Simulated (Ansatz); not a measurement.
Consider the germylene formation by 1,1-elimination: `[SiH3][CH2][GeH2][SH]` → `C[SiH3]` + `[SH][GeH]`.

Program: Ansatz. Geometries: PBE0-D4/def2-TZVP. ΔE: electronic, gas phase. CCSD(T)/CBS is the MP2 limit (def2-TZVPP, def2-QZVPP) plus CCSD(T) − MP2 in def2-TZVPP, frozen cores. This one scheme is used for every species. Functionals use def2-TZVPP. For Ge outer-core shells are correlated without core-valence functions, which leaves a few kJ/mol of doubt a bond. Scalar relativity is left out up to krypton. Each species was taken in one conformer, which may not be the lowest.

CCSD(T)/CBS gives +22.8 kcal/mol.

**Question.** Another level gave +20.6 kcal/mol. Which?
A. PBE/def2-TZVPP
B. ωB97X-V/def2-TZVPP
C. ωB97M-V/def2-TZVPP
D. PBE-D4/def2-TZVPP

**Answer.** C. ωB97M-V 20.6, PBE-D4 18.9, ωB97X-V 24.2, PBE 15.9 kcal/mol.

Largest T1 diagnostic among the species: 0.015.

The D4 term adds +4.8 kcal/mol with B3LYP and +2.7 kcal/mol with PBE0; it sums over pairs of atoms, weighted by their polarisabilities, and B3LYP, whose exchange is more repulsive, gets the larger term. In def2-TZVPP, CCSD(T) changes the Hartree–Fock value by +7.9 kcal/mol (the triples alone add +0.8 kcal/mol) and MP2 by +11.7 kcal/mol.

B3LYP here is the variant with VWN-RPA as its local correlation; programs differ in this.
